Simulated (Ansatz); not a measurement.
Ansatz (a first-principles code) input (CCSD(T)/def2-SVPD):

Ansatz 0.2 input:
```yaml
crystal:
  periodic: [false, false, false]
  atoms:
    - {symbol: Te, position_ang: [-0.00255578, -0.25072198, 0.06810563]}
    - {symbol: F, position_ang: [2.05783164, -0.11350713, 0.01357017]}
    - {symbol: F, position_ang: [0.01659338, 1.62780796, -0.44217460]}
    - {symbol: F, position_ang: [-2.05965827, -0.06568495, 0.03510521]}
basis:
  gaussian:
    orbitals: def2-SVPD
total_charge: -1
magnetization: {spin_polarized: false}
correlation: {method: ccsd_t, electrons: outside_noble_gas}
output: {forces: true}
```

End of the output:

```
cycle   6  -20.14227099 eV  change   -4.9e-4 eV  update   8.6e-4
cycle   7  -20.14271380 eV  change   -4.4e-4 eV  update   4.2e-4
cycle   8  -20.14250494 eV  change    2.1e-4 eV  update   1.4e-4
cycle   9  -20.14246506 eV  change    4.0e-5 eV  update   4.9e-5
cycle  10  -20.14252438 eV  change   -5.9e-5 eV  update   2.1e-5
cycle  11  -20.14250405 eV  change    2.0e-5 eV  update   7.2e-6
cycle  12  -20.14250188 eV  change    2.2e-6 eV  update   2.7e-6
perturbative correction -0.56390207 eV, -0.0207230190 hartree
the calculation of the forces begins
Total energy: -15399.00807724 eV, -565.9031090160 hartree
Atom 0 at    -0.002556    -0.250722     0.068106 Å, force    -0.009742    -0.955718     0.259609 eV/Å
Atom 1 at     2.057832    -0.113507     0.013570 Å, force     0.472780     0.076430    -0.024719 eV/Å
Atom 2 at     0.016593     1.627808    -0.442175 Å, force     0.008072     0.791894    -0.215109 eV/Å
Atom 3 at    -2.059658    -0.065685     0.035105 Å, force    -0.471110     0.087393    -0.019782 eV/Å
Dipole moment:    -0.004046    -0.396901     0.107813 e Å
```
